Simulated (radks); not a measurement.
Results of a calculation; reference values are marked as such.
Task: All-electron atom: the cadmium ion Cd4+ in [Kr] 4d8. Code: a radial shooting solver on a logarithmic mesh with Libxc functionals. Model: scalar-relativistic Kohn-Sham, LDA (Slater exchange, Perdew-Wang correlation), spin-unpolarised, spherical densities, finite nucleus; Fermi nuclear charge, rms radius 4.6087 fm. Some entries of the table are withheld. Estimate them.

orbital  occ.  eigenvalue (eV)  <1/r> (bohr^-1)  r(max) (bohr)
1s          2        -26547.44            50.58        0.01970
2s          2        -3989.579            11.51         0.1114
2p          6        -3587.943            11.11        0.08900
3s          2        -787.8732            4.056         0.3243
3p          6              (1)            3.867         0.3173
3d         10              (2)            3.642            (3)
4s          2        -159.4253              (4)         0.7921
4p          6        -120.0632            1.443         0.8398
4d          8         -62.7315            1.149         0.9551

Result: 
(1) 3p eigenvalue (eV): -656.0943
(2) 3d eigenvalue (eV): -449.2163
(3) 3d r(max) (bohr): 0.2654
(4) 4s <1/r> (bohr^-1): 1.591
